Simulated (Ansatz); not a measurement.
Molecule: sum formula SiHSCl$_{2}$, net charge 0, doublet state. It need not be the lowest isomer of its formula. SMILES: S[Si](Cl)Cl
Geometry from a B3LYP-D3(BJ)/def2-TZVP (Ansatz, a program for electronic structure) optimisation:
```xyz
5

S      1.4157    -0.3135     1.3676
Si     0.1035    -0.4378    -0.3232
Cl    -1.7960    -0.5839     0.4709
Cl     0.2312     1.2450    -1.5273
H      2.5013    -0.0934     0.6032
```
Charge 0, spin multiplicity 2.

Computed values are from Ansatz. Cores are frozen in the correlated levels unless marked. UHF or UKS for open shells. No spin-orbit coupling. Non-relativistic. CBS marks a two-point X^-3 extrapolation of the correlation energy; Hartree-Fock from the larger set.

Question: What is the atomisation energy De at CCSD(T)/CBS(aug-cc-pV(T+d)Z,aug-cc-pV(Q+d)Z)?

Answer: 1452.9 kJ/mol.

Question: What is the T1 diagnostic at CCSD/aug-cc-pV(Q+d)Z?

Answer: 0.014.

Question: What is the dipole moment at CCSD(T)/aug-cc-pV(D+d)Z?

Answer: 1.36 D.

Question: What is the total energy at CCSD(T)/CBS(aug-cc-pV(T+d)Z,aug-cc-pV(Q+d)Z)?

Answer: -1607.0814 Eh.
